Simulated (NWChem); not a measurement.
Everything below was run with NWChem. System: HGa, charge 0, spin multiplicity 1, at a geometry optimised with PBE0/def2-SVP. The structure started from a generated list of species. Level: PBE0/def2-TZVP.

NWChem printed:

```
             Northwest Computational Chemistry Package (NWChem) 7.3.0
             --------------------------------------------------------

                                NWChem Input Module
                                -------------------

 Scaling coordinates for geometry "geometry" by  1.889725989
 (inverse scale =  0.529177249)

 Turning off AUTOSYM since
 SYMMETRY directive was detected!

                             Geometry "geometry" -> ""
                             -------------------------

 Output coordinates in angstroms (scale by  1.889725989 to convert to a.u.)

  No.       Tag          Charge          X              Y              Z
 ---- ---------------- ---------- -------------- -------------- --------------
    1 Ga                  31.0000     0.00000000     0.00000000     0.05257600
    2 H                    1.0000     0.00000000     0.00000000    -1.62985100

 Effective nuclear repulsion energy (a.u.)       9.7504942081

            Nuclear Dipole moment (a.u.)
            ----------------------------
        X                 Y               Z
 ---------------- ---------------- ----------------
     0.0000000000     0.0000000000     0.0000094486

      Symmetry information
      --------------------

 Group name             C2v
 Group number             16
 Group order               4
 No. of unique centers     2

      Symmetry unique atoms

     1    2


 Summary of "ao basis" -> "" (spherical)
 ------------------------------------------------------------------------------
       Tag                 Description            Shells   Functions and Types
 ---------------- ------------------------------  ------  ---------------------
 *                         def2-tzvp                  on all atoms

                                 NWChem DFT Module
                                 -----------------

 Summary of "ao basis" -> "ao basis" (spherical)
 ------------------------------------------------------------------------------
       Tag                 Description            Shells   Functions and Types
 ---------------- ------------------------------  ------  ---------------------
 Ga                        def2-tzvp                16       48   6s5p4d1f
 H                         def2-tzvp                 4        6   3s1p

 Summary of "ao basis" -> "ao basis" (spherical)
 ------------------------------------------------------------------------------
       Tag                 Description            Shells   Functions and Types
 ---------------- ------------------------------  ------  ---------------------
 Ga                        def2-tzvp                16       48   6s5p4d1f
 H                         def2-tzvp                 4        6   3s1p

      Symmetry analysis of basis
      --------------------------

        a1         25
        a2          5
        b1         12
        b2         12

            General Information
            -------------------
          SCF calculation type: DFT
          Wavefunction type:  closed shell.
          No. of atoms     :     2
          No. of electrons :    32
           Alpha electrons :    16
            Beta electrons :    16
          Charge           :     0
          Spin multiplicity:     1
          Use of symmetry is: on ; symmetry adaption is: on
          Maximum number of iterations: 100
          AO basis - number of functions:    54
                     number of shells:    20
          Convergence on energy requested:  1.00D-06
          Convergence on density requested:  1.00D-05
          Convergence on gradient requested:  5.00D-04

              XC Information
              --------------
                         PBE0 Method XC Functional
                     Hartree-Fock (Exact) Exchange  0.250
          PerdewBurkeErnzerhof Exchange Functional  0.750
            Perdew 1991 LDA Correlation Functional  1.000 local
           PerdewBurkeErnz. Correlation Functional  1.000 non-local

             Grid Information
             ----------------
          Grid used for XC integration:  medium
          Radial quadrature: Mura-Knowles
          Angular quadrature: Lebedev.
          Tag              B.-S. Rad. Rad. Pts. Rad. Cut. Ang. Pts.
[...]
    11 b2         12 b1         13 a2         14 a1         15 a1
    16 a1         17 b1         18 b2         19 a1         20 a1
    21 b1         22 b2         23 a1         24 a2         25 a1
    26 b1

------------------------------------------------------------
EAF file 0: "./mol.aoints.0" size=524288 bytes
------------------------------------------------------------
               write      read    awrite     aread      wait
               -----      ----    ------     -----      ----
     calls:        1         0         0         0         0
   data(b): 5.24e+05  0.00e+00  0.00e+00  0.00e+00
   time(s): 0.00e+00  0.00e+00  0.00e+00  0.00e+00  0.00e+00
rate(mb/s): 0.00e+00  0.00e+00
------------------------------------------------------------

 !! scf_movecs_sym_adapt:   24 vectors were symmetry contaminated

  Symmetry fudging

 !! scf_movecs_sym_adapt:   24 vectors were symmetry contaminated

   convergence    iter        energy       DeltaE   RMS-Dens  Diis-err    time
 ---------------- ----- ----------------- --------- --------- ---------  ------
 d= 0,ls=0.0,diis     1  -1925.1398433109 -1.93D+03  9.42D-03  2.86D-01     2.5

 !! scf_movecs_sym_adapt:   24 vectors were symmetry contaminated

  Symmetry fudging

 !! scf_movecs_sym_adapt:   24 vectors were symmetry contaminated

 d= 0,ls=0.0,diis     2  -1925.1546861341 -1.48D-02  3.10D-03  6.55D-02     2.5

 !! scf_movecs_sym_adapt:   24 vectors were symmetry contaminated

  Symmetry fudging

 !! scf_movecs_sym_adapt:   24 vectors were symmetry contaminated

 d= 0,ls=0.0,diis     3  -1925.1573022891 -2.62D-03  9.07D-04  2.29D-02     2.6

 !! scf_movecs_sym_adapt:   24 vectors were symmetry contaminated

  Symmetry fudging

 !! scf_movecs_sym_adapt:   24 vectors were symmetry contaminated

 d= 0,ls=0.0,diis     4  -1925.1581203116 -8.18D-04  4.51D-04  7.53D-04     2.7

 !! scf_movecs_sym_adapt:   24 vectors were symmetry contaminated

  Symmetry fudging

 !! scf_movecs_sym_adapt:   24 vectors were symmetry contaminated

 d= 0,ls=0.0,diis     5  -1925.1581897693 -6.95D-05  4.08D-05  8.08D-06     2.7

 !! scf_movecs_sym_adapt:   24 vectors were symmetry contaminated

  Symmetry fudging

 !! scf_movecs_sym_adapt:   24 vectors were symmetry contaminated

 d= 0,ls=0.0,diis     6  -1925.1581905685 -7.99D-07  2.96D-06  1.66D-08     2.8

         Total DFT energy =    -1925.158190568481
      One electron energy =    -2704.017925229254
           Coulomb energy =      844.238072957301
    Exchange-Corr. energy =      -75.128832504593
 Nuclear repulsion energy =        9.750494208064

 Numeric. integr. density =       31.999993410831

     Total iterative time =      1.6s

                  Occupations of the irreducible representations
                  ----------------------------------------------

                     irrep           alpha         beta
                     --------     --------     --------
                     a1                9.0          9.0
                     a2                1.0          1.0
                     b1                3.0          3.0
                     b2                3.0          3.0

                       DFT Final Molecular Orbital Analysis
                       ------------------------------------

 Vector   14  Occ=2.000000D+00  E=-8.412265D-01  Symmetry=a1
              MO Center=  1.6D-15,  1.7D-15,  4.4D-02, r^2= 2.4D-01
   Bfn.  Coefficient  Atom+Function         Bfn.  Coefficient  Atom+Function
  ----- ------------  ---------------      ----- ------------  ---------------
    24      0.896454  1 Ga d  0              29      0.198346  1 Ga d  0

 Vector   15  Occ=2.000000D+00  E=-3.987696D-01  Symmetry=a1
              MO Center=  5.3D-17,  7.9D-17, -6.0D-01, r^2= 1.8D+00
   Bfn.  Coefficient  Atom+Function         Bfn.  Coefficient  Atom+Function
  ----- ------------  ---------------      ----- ------------  ---------------
     5      0.592742  1 Ga s                  6      0.316438  1 Ga s
     4     -0.249521  1 Ga s                  3     -0.200746  1 Ga s
    50      0.183420  2 H  s                 49      0.115467  2 H  s
    18     -0.109731  1 Ga pz                51      0.102897  2 H  s
     2      0.090060  1 Ga s                 12      0.048997  1 Ga pz

 Vector   16  Occ=2.000000D+00  E=-2.181758D-01  Symmetry=a1
              MO Center= -1.6D-14, -1.7D-14, -1.6D-01, r^2= 3.0D+00
   Bfn.  Coefficient  Atom+Function         Bfn.  Coefficient  Atom+Function
  ----- ------------  ---------------      ----- ------------  ---------------
     6      0.400016  1 Ga s                  5      0.347443  1 Ga s
    18      0.318463  1 Ga pz                51     -0.263667  2 H  s
    21      0.244663  1 Ga pz                50     -0.244667  2 H  s
     4     -0.145448  1 Ga s                 12     -0.136090  1 Ga pz
    49     -0.135686  2 H  s                  3     -0.116684  1 Ga s

 Vector   17  Occ=0.000000D+00  E=-6.270525D-02  Symmetry=b1
              MO Center= -9.3D-16,  3.5D-18,  2.8D-02, r^2= 3.8D+00
   Bfn.  Coefficient  Atom+Function         Bfn.  Coefficient  Atom+Function
  ----- ------------  ---------------      ----- ------------  ---------------
    19      0.685669  1 Ga px                16      0.430982  1 Ga px
    10     -0.177268  1 Ga px                 7      0.067593  1 Ga px
    13     -0.038739  1 Ga px

 Vector   18  Occ=0.000000D+00  E=-6.270525D-02  Symmetry=b2
              MO Center= -1.6D-16, -1.1D-15,  2.8D-02, r^2= 3.8D+00
   Bfn.  Coefficient  Atom+Function         Bfn.  Coefficient  Atom+Function
  ----- ------------  ---------------      ----- ------------  ---------------
    20      0.685669  1 Ga py                17      0.430982  1 Ga py
    11     -0.177268  1 Ga py                 8      0.067593  1 Ga py
    14     -0.038739  1 Ga py

 Vector   19  Occ=0.000000D+00  E= 7.051171D-02  Symmetry=a1
              MO Center= -1.2D-13, -1.3D-13,  2.3D-01, r^2= 5.6D+00
   Bfn.  Coefficient  Atom+Function         Bfn.  Coefficient  Atom+Function
  ----- ------------  ---------------      ----- ------------  ---------------
    51      1.724791  2 H  s                 21      1.470394  1 Ga pz
     6     -0.911298  1 Ga s                  5     -0.294525  1 Ga s
    18      0.207555  1 Ga pz                49      0.112270  2 H  s
     4      0.108938  1 Ga s                 24     -0.096834  1 Ga d  0
    12     -0.083829  1 Ga pz                 3      0.075762  1 Ga s

 center of mass
 --------------
 x =   0.00000000 y =   0.00000000 z =   0.05353638

 moments of inertia (a.u.)
 ------------------
          10.040400197740           0.000000000000           0.000000000000
           0.000000000000          10.040400197740           0.000000000000
           0.000000000000           0.000000000000           0.000000000000

     Multipole analysis of the density
     ---------------------------------

     L   x y z        total         alpha         beta         nuclear
     -   - - -        -----         -----         ----         -------
     0   0 0 0     -0.000000    -16.000000    -16.000000     32.000000

     1   1 0 0      0.000000      0.000000      0.000000      0.000000
     1   0 1 0      0.000000      0.000000      0.000000      0.000000
     1   0 0 1      0.154714      0.077352      0.077352      0.000009

     2   2 0 0    -11.618722     -5.809361     -5.809361      0.000000
     2   1 1 0      0.000000      0.000000      0.000000      0.000000
     2   1 0 1     -0.000000     -0.000000     -0.000000      0.000000
     2   0 2 0    -11.618722     -5.809361     -5.809361      0.000000
     2   0 1 1     -0.000000     -0.000000     -0.000000      0.000000
     2   0 0 2    -17.351367    -13.571801    -13.571801      9.792235

 Task  times  cpu:        2.8s     wall:        2.8s

 Total times  cpu:        2.8s     wall:        2.8s
```

**Question.** Write an NWChem input that would produce this output.

**Answer.** This is not unique; one that fits is 
```
start mol
memory heap 200 mb stack 900 mb global 1100 mb
geometry units angstroms nocenter noautoz
  Ga     0.000000     0.000000     0.052576
  H      0.000000     0.000000    -1.629851
  symmetry group C2v
end
basis spherical
  * library def2-tzvp
end
dft
  xc pbe0
  semidirect memsize 60000000 filesize 0
  iterations 100
end
task dft energy
```
